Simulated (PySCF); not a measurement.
Simulation results for Al2GeH7N, CH6AlGeN, AlGeH5N, AlGeH8NSi and others

Computed with PySCF 2.14.0. Calculation on a computer-drawn molecule: the log of a Hartree-Fock and frozen-core CCSD(T) single point meant for a local Hartree-Fock minimum, with one planted fault or none, to be diagnosed. Offsets are logged minus clean, where the clean run is the same molecule without the fault. The reference is restricted for singlets and unrestricted otherwise, and also for a bond in bohr or an excited solution. Adding or removing an electron swaps singlet and doublet. The excited solution moves the top pair (singlet) or top alpha electron (doublet) to the lowest empty orbital. Highest occupied and lowest empty are orbital energies over both spins, largest force is the largest gradient component, triples share is (T) over the correlation energy, the T1 limit is 0.02 restricted and 0.045 unrestricted, electrons count all cores, a negative frequency is imaginary (commonest isotopes), and the dipole is about the centre of nuclear charge; on germanium a core potential holds 10 electrons, which the energies leave out, and 3d is frozen in MP2 and coupled-cluster steps.

Common to all runs: meant multiplicity 1; meant basis cc-pV(D+d)Z; meant basis and core potential on germanium cc-pVDZ-PP ECP10MDF; logged SCF converged yes; possible faults no fault, one electron removed, one electron added, multiplicity raised by two, geometry at a saddle point, SCF held on an excited solution, minimal basis STO-3G, one bond length entered in bohr, all coordinates scaled.

(1) Al2GeH7N

Logged structure:
```xyz
11
Al2GeH7N
Al    -0.0064    -1.6802    -2.4208
N     -0.6849    -0.6726    -1.1065
Al     0.1062     0.2926     0.1719
Ge    -1.2816     1.5688     1.8233
H      1.5602    -1.7977    -2.5523
H     -0.9965    -2.4181    -3.4060
H     -1.6942    -0.6472    -1.0908
H      1.6849     0.3066     0.2187
H     -1.0765     1.0583     3.2606
H     -0.9258     3.0658     1.8389
H     -2.7895     1.4724     1.5298
```

* meant charge: 0
* logged electrons: 72
* logged basis functions: 118
* logged spin squared: 0
* logged highest occupied: -9.8625 eV
* logged lowest empty: 1.4211 eV
* logged largest force: 2.258e-05 hartree/bohr
* logged lowest frequency: 36.362 cm⁻¹
* logged T1 diagnostic: 0.014068
* logged D1 diagnostic: 0.04364
* logged triples share: 0.025509
* logged CC converged: yes
* logged dipole magnitude: 0.88238 debye
* logged SCF stable within its kind: yes
* logged energy HF: -835.80287 hartree
* logged energy CCSD(T): -836.27572 hartree
* planted fault: no fault
* HF energy offset from clean run: 0 kcal/mol
* CCSD(T) energy offset from clean run: 0 kcal/mol

Drawn bonds:
| atom | other atom | order |
| --- | --- | --- |
| 1 | 2 | 1 |
| 2 | 3 | 1 |
| 3 | 4 | 1 |
| 1 | 5 | 1 |
| 1 | 6 | 1 |
| 2 | 7 | 1 |
| 3 | 8 | 1 |
| 4 | 9 | 1 |
| 4 | 10 | 1 |
| 4 | 11 | 1 |

(2) Al2GeH7N

Structure as in entry 1.

- meant charge: 0
- logged electrons: 72
- logged basis functions: 118
- logged spin squared: 0
- logged highest occupied: -3.9285 eV
- logged lowest empty: -4.7229 eV
- logged largest force: 0.050249 hartree/bohr
- logged CC converged: no
- logged dipole magnitude: 4.9383 debye
- logged SCF stable within its kind: no
- logged energy HF: -835.34474 hartree
- planted fault: SCF held on an excited solution
- HF energy offset from clean run: 287.5 kcal/mol

Drawn bonds:
| atom | other atom | order |
| --- | --- | --- |
| 1 | 2 | 1 |
| 2 | 3 | 1 |
| 3 | 4 | 1 |
| 1 | 5 | 1 |
| 1 | 6 | 1 |
| 2 | 7 | 1 |
| 3 | 8 | 1 |
| 4 | 9 | 1 |
| 4 | 10 | 1 |
| 4 | 11 | 1 |

Notes: CCSD not converged.

(3) CH6AlGeN

Logged structure:
```xyz
10
CH6AlGeN
Al     0.1383    -1.6733    -0.0123
N     -0.1155     0.0580    -0.5745
C     -0.3724     1.1149     0.1788
Ge    -0.2805     3.0322    -0.3314
H      0.0539    -1.8964     1.5349
H      0.3945    -2.7317    -1.1385
H     -0.0798     0.2856    -1.5565
H     -0.4241     0.8707     1.2437
H     -0.9006     2.8589    -1.7683
H     -1.5371     3.4706     0.4932
```

* meant charge: 0
* logged electrons: 65
* logged basis functions: 104
* logged spin squared: 0.8371
* logged highest occupied: -0.74165 eV
* logged lowest empty: 6.2729 eV
* logged largest force: 0.030906 hartree/bohr
* logged T1 diagnostic: 0.025636
* logged D1 diagnostic: 0.11387
* logged triples share: 0.033557
* logged CC converged: yes
* logged dipole magnitude: 2.7575 debye
* logged SCF stable within its kind: yes
* logged energy HF: -631.06823 hartree
* logged energy CCSD(T): -631.61448 hartree
* planted fault: one electron added
* HF energy offset from clean run: -2.2 kcal/mol
* CCSD(T) energy offset from clean run: -11.58 kcal/mol

Drawn bonds:
| atom | other atom | order |
| --- | --- | --- |
| 1 | 2 | 1 |
| 2 | 3 | 1 |
| 3 | 4 | 2 |
| 1 | 5 | 1 |
| 1 | 6 | 1 |
| 2 | 7 | 1 |
| 3 | 8 | 1 |
| 4 | 9 | 1 |
| 4 | 10 | 1 |

(4) CH6AlGeN

Logged structure:
```xyz
10
CH6AlGeN
Al     0.1308    -1.5830    -0.0117
N     -0.1093     0.0549    -0.5435
C     -0.3523     1.0547     0.1691
Ge    -0.2654     2.8684    -0.3135
H      0.0510    -1.7940     1.4521
H      0.3732    -2.5842    -1.0770
H     -0.0755     0.2702    -1.4725
H     -0.4012     0.8236     1.1765
H     -0.8519     2.7045    -1.6728
H     -1.4541     3.2832     0.4666
```

* meant charge: 0
* logged electrons: 64
* logged basis functions: 104
* logged spin squared: 0
* logged highest occupied: -6.9934 eV
* logged lowest empty: 0.63668 eV
* logged largest force: 0.06388 hartree/bohr
* logged T1 diagnostic: 0.027086
* logged D1 diagnostic: 0.11451
* logged triples share: 0.032561
* logged CC converged: yes
* logged dipole magnitude: 5.8476 debye
* logged SCF stable within its kind: yes
* logged energy HF: -631.03484 hartree
* logged energy CCSD(T): -631.55828 hartree
* planted fault: all coordinates scaled, by -5.4 %
* HF energy offset from clean run: 18.75 kcal/mol
* CCSD(T) energy offset from clean run: 23.69 kcal/mol

Drawn bonds:
| atom | other atom | order |
| --- | --- | --- |
| 1 | 2 | 1 |
| 2 | 3 | 1 |
| 3 | 4 | 2 |
| 1 | 5 | 1 |
| 1 | 6 | 1 |
| 2 | 7 | 1 |
| 3 | 8 | 1 |
| 4 | 9 | 1 |
| 4 | 10 | 1 |

Notes: T1 above single-reference limit.

(5) AlGeH5N

Logged structure:
```xyz
8
AlGeH5N
Al    -1.0478     0.6893    -0.3528
N     -0.1657    -0.9016    -0.8040
Ge     0.9484    -1.8499     0.1270
H     -0.6536     1.1406     1.0893
H     -1.9831     1.2568    -1.4578
H     -0.3523    -1.2819    -1.7225
H      1.2963    -1.3721     1.5126
H      1.5336    -3.1096    -0.4612
```

* meant charge: 1
* logged electrons: 57
* logged basis functions: 85
* logged spin squared: 0.7662
* logged highest occupied: -5.9048 eV
* logged lowest empty: 1.5634 eV
* logged largest force: 0.056424 hartree/bohr
* logged T1 diagnostic: 0.020576
* logged D1 diagnostic: 0.092529
* logged triples share: 0.026392
* logged CC converged: yes
* logged dipole magnitude: 1.3908 debye
* logged SCF stable within its kind: yes
* logged energy HF: -592.62279 hartree
* logged energy CCSD(T): -592.99935 hartree
* planted fault: one electron added
* HF energy offset from clean run: -119.7 kcal/mol
* CCSD(T) energy offset from clean run: -127 kcal/mol

Drawn bonds:
| atom | other atom | order |
| --- | --- | --- |
| 1 | 2 | 1 |
| 2 | 3 | 1 |
| 1 | 4 | 1 |
| 1 | 5 | 1 |
| 2 | 6 | 1 |
| 3 | 7 | 1 |
| 3 | 8 | 1 |

(6) AlGeH8NSi

Logged structure:
```xyz
12
AlGeH8NSi
Al    -0.2439     0.1025    -0.3199
N      0.0304     1.9184    -0.3978
Ge     1.5617     2.9943    -0.8272
Si     3.5608     1.6113    -1.3874
H     -1.7216    -0.4625     0.0945
H      1.0147    -0.8794    -0.6719
H     -0.7923     2.5197    -0.1674
H      1.8960     3.9434     0.4104
H      1.2043     3.9426    -2.0589
H      3.9738     0.7292    -0.2023
H      4.7118     2.5772    -1.7109
H      3.2968     0.7284    -2.6137
```

- meant charge: 0
- logged electrons: 74
- logged basis functions: 123
- logged spin squared: 0
- logged highest occupied: -10.357 eV
- logged lowest empty: 1.8215 eV
- logged largest force: 0.024411 hartree/bohr
- logged T1 diagnostic: 0.015103
- logged D1 diagnostic: 0.050398
- logged triples share: 0.027576
- logged CC converged: yes
- logged dipole magnitude: 0.55815 debye
- logged SCF stable within its kind: yes
- logged energy HF: -883.35891 hartree
- logged energy CCSD(T): -883.88492 hartree
- planted fault: all coordinates scaled, by +3.6 %
- HF energy offset from clean run: 8.034 kcal/mol
- CCSD(T) energy offset from clean run: 4.658 kcal/mol

Drawn bonds:
| atom | other atom | order |
| --- | --- | --- |
| 1 | 2 | 1 |
| 2 | 3 | 1 |
| 3 | 4 | 1 |
| 1 | 5 | 1 |
| 1 | 6 | 1 |
| 2 | 7 | 1 |
| 3 | 8 | 1 |
| 3 | 9 | 1 |
| 4 | 10 | 1 |
| 4 | 11 | 1 |
| 4 | 12 | 1 |

(7) AlGeH8NSi

Logged structure:
```xyz
12
AlGeH8NSi
Al    -0.2355     0.0989    -0.3087
N      0.0293     1.8517    -0.3840
Ge     1.5075     2.8903    -0.7985
Si     3.4370     1.5553    -1.3392
H     -1.6617    -0.4464     0.0912
H      0.9794    -0.8489    -0.6486
H     -0.7648     2.4321    -0.1616
H      1.8301     3.8064     0.3961
H      1.1624     3.8056    -1.9874
H      3.8357     0.7039    -0.1953
H      4.5480     2.4876    -1.6515
H      3.1822     0.7031    -2.5229
```

- meant charge: 0
- logged electrons: 73
- logged basis functions: 123
- logged spin squared: 0.8367
- logged highest occupied: -14.249 eV
- logged lowest empty: -9.1864 eV
- logged largest force: 0.078798 hartree/bohr
- logged T1 diagnostic: 0.027817
- logged D1 diagnostic: 0.12473
- logged triples share: 0.029891
- logged CC converged: yes
- logged dipole magnitude: 11.08 debye
- logged SCF stable within its kind: yes
- logged energy HF: -882.99147 hartree
- logged energy CCSD(T): -883.49539 hartree
- planted fault: one electron removed
- HF energy offset from clean run: 238.6 kcal/mol
- CCSD(T) energy offset from clean run: 249.1 kcal/mol

Drawn bonds:
| atom | other atom | order |
| --- | --- | --- |
| 1 | 2 | 1 |
| 2 | 3 | 1 |
| 3 | 4 | 1 |
| 1 | 5 | 1 |
| 1 | 6 | 1 |
| 2 | 7 | 1 |
| 3 | 8 | 1 |
| 3 | 9 | 1 |
| 4 | 10 | 1 |
| 4 | 11 | 1 |
| 4 | 12 | 1 |

(8) Al2GeH7N

Logged structure:
```xyz
11
Al2GeH7N
Al    -1.8533    -2.7915     0.5166
N     -1.2979    -1.2510     1.2550
Al     0.1973    -0.4273     0.7031
Ge    -2.3360    -0.5213     2.6229
H     -1.0160    -3.4662    -0.6355
H     -3.1935    -3.4329     1.0547
H      0.6348     0.9371     1.3649
H      1.0498    -1.0912    -0.4463
H     -1.6335     0.7197     3.1793
H     -3.7163    -0.1276     2.0823
H     -2.5164    -1.5519     3.7439
```

* meant charge: 0
* logged electrons: 73
* logged basis functions: 118
* logged spin squared: 0.7655
* logged highest occupied: 0.71094 eV
* logged lowest empty: 5.3426 eV
* logged largest force: 0.044819 hartree/bohr
* logged T1 diagnostic: 0.064205
* logged D1 diagnostic: 0.42558
* logged triples share: 0.030532
* logged CC converged: yes
* logged dipole magnitude: 8.6672 debye
* logged SCF stable within its kind: yes
* logged energy HF: -835.74909 hartree
* logged energy CCSD(T): -836.24599 hartree
* planted fault: one electron added
* HF energy offset from clean run: 27.63 kcal/mol
* CCSD(T) energy offset from clean run: 13.96 kcal/mol

Drawn bonds:
| atom | other atom | order |
| --- | --- | --- |
| 1 | 2 | 1 |
| 2 | 3 | 1 |
| 2 | 4 | 1 |
| 1 | 5 | 1 |
| 1 | 6 | 1 |
| 3 | 7 | 1 |
| 3 | 8 | 1 |
| 4 | 9 | 1 |
| 4 | 10 | 1 |
| 4 | 11 | 1 |

Notes: T1 above single-reference limit; highest electron not bound in this basis.

(9) AlGe2H8N

Logged structure:
```xyz
12
AlGe2H8N
Al     0.0646    -2.0271     0.6161
N      0.6326    -0.4474    -0.3235
Ge     2.5220     0.2130    -0.2453
Ge    -0.6287     0.6381    -1.4380
H     -1.5453    -2.5474     0.4569
H      1.1884    -2.8604     1.5809
H      2.9938     0.6713    -1.7618
H      3.4922    -1.0004     0.3020
H      2.6356     1.5180     0.7614
H     -0.3743     2.2422    -1.1307
H     -2.1759     0.2300    -1.0472
H     -0.3643     0.3587    -3.0447
```

* meant charge: 0
* logged electrons: 92
* logged basis functions: 123
* logged spin squared: 0
* logged highest occupied: -10.015 eV
* logged lowest empty: 1.6107 eV
* logged largest force: 0.033376 hartree/bohr
* logged T1 diagnostic: 0.016818
* logged D1 diagnostic: 0.06013
* logged triples share: 0.031651
* logged CC converged: yes
* logged dipole magnitude: 0.38918 debye
* logged SCF stable within its kind: yes
* logged energy HF: -887.75031 hartree
* logged energy CCSD(T): -888.28377 hartree
* planted fault: withheld

Drawn bonds:
| atom | other atom | order |
| --- | --- | --- |
| 1 | 2 | 1 |
| 2 | 3 | 1 |
| 2 | 4 | 1 |
| 1 | 5 | 1 |
| 1 | 6 | 1 |
| 3 | 7 | 1 |
| 3 | 8 | 1 |
| 3 | 9 | 1 |
| 4 | 10 | 1 |
| 4 | 11 | 1 |
| 4 | 12 | 1 |

(10) AlBGeH4N

Logged structure:
```xyz
8
AlBGeH4N
Al    -1.9317    -1.1856     2.5949
N     -0.6407    -0.9202     1.2376
B      0.2223    -0.7424     0.3304
Ge     1.6303    -0.4528    -1.1483
H     -3.4268    -1.4230     2.0685
H     -1.3591    -1.1377     4.0911
H      2.4047    -1.6445    -1.7726
H      1.9606     0.9663    -1.6840
```

* meant charge: 1
* logged electrons: 60
* logged basis functions: 94
* logged spin squared: 0
* logged highest occupied: -14.566 eV
* logged lowest empty: -6.3297 eV
* logged largest force: 0.029338 hartree/bohr
* logged T1 diagnostic: 0.022815
* logged D1 diagnostic: 0.074679
* logged triples share: 0.039141
* logged CC converged: yes
* logged dipole magnitude: 5.6646 debye
* logged SCF stable within its kind: yes
* logged energy HF: -616.50528 hartree
* logged energy CCSD(T): -616.9428 hartree
* planted fault: withheld

Drawn bonds:
| atom | other atom | order |
| --- | --- | --- |
| 1 | 2 | 1 |
| 2 | 3 | 2 |
| 3 | 4 | 1 |
| 1 | 5 | 1 |
| 1 | 6 | 1 |
| 4 | 7 | 1 |
| 4 | 8 | 1 |

Notes: T1 above single-reference limit.

**Q.** Which fault was planted in the run of AlGe2H8N (entry 9)?
**A.** all coordinates scaled, by +7.7 %

**Q.** Which fault was planted in the run of AlBGeH4N (entry 10)?
**A.** all coordinates scaled, by +2.7 %

Further results for AlGe2H8N (entry 9):

- HF energy offset from clean run: 34.55 kcal/mol
- CCSD(T) energy offset from clean run: 24.79 kcal/mol

Further results for AlBGeH4N (entry 10):

* HF energy offset from clean run: 3.587 kcal/mol
* CCSD(T) energy offset from clean run: -0.115 kcal/mol
